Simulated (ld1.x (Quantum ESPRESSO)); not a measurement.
B: one change to a PAW potential, before and after

B (Z = 5), PAW, made with ld1.x (Quantum ESPRESSO) 7.5 (BLYP, scalar-relativistic). Core [He], reference 2s1 2p0 (charge +2). Waves: 2s (bound): rcut 0.95, rcutus 1.10 bohr; 2s channel at -0.1 Ry: rcut 0.95, rcutus 1.10 bohr; 2p (bound, empty): rcut 1.20, rcutus 1.65 bohr; 2p channel at -1.05 Ry: rcut 1.20, rcutus 1.65 bohr. Local part: all-electron potential smoothed inside 1.40 bohr (lloc = -1). Core correction: Bessel-smoothed model core, default radius (core density twice the valence density). Augmentation charge: GAUSS, radius 1.05 bohr.

All-electron outer shells of the reference configuration (BLYP, scalar-relativistic, ld1.x):

| shell | level (eV) | outermost node (bohr) | outermost maximum (bohr) |
| --- | --- | --- | --- |
| 2s | -31.46 | 0.45 | 1.35 |
| 2p | -25.56 | – | 1.24 |

Change: all radii but the core radius scaled by about 1.13 (s 1.24, p 1.86 bohr, rcut 1.08/1.36); local potential all-electron potential smoothed inside 1.58 bohr (lloc = -1); augmentation GAUSS, radius 1.18 bohr.

Cutoffs: the cutoffs (Ry, on a coarse ladder) from which the occupation-weighted sum of valence levels, in a spherical-Bessel basis at the reference potential, stays within 10 and 1 mRy of its value at 400 Ry; they do not see the model core or the augmentation charge, which bear on the density cutoff. Errors are all-electron minus pseudo energies relative to the spin-unpolarised reference configuration.

Predict the effect on cutoff, ghosts and configuration errors.

The potential gets softer (21 Ry and 35 Ry → 15 Ry and 25 Ry); the number of tests with a reliable result goes from 7 to 1 (the test run of the changed file stopped, so its transferability is not established); neither file shows a bound ghost. A larger radius leaves more room for a smooth pseudo-wave, so fewer plane waves are needed.

```csv
quantity,base,changed
"cutoff, loose",21 Ry,15 Ry
"cutoff, tight",35 Ry,25 Ry
bound ghosts,none,none
tests with a reliable result,7 of 7,1 of 7 (the test run stopped)
"error for 2s2 2p1, meV [ΔE -33.52 eV]",-3.6,-7.5
lowest overlap eigenvalue by channel,"s 0.60, p 0.97","s 0.54, p 0.89"
```
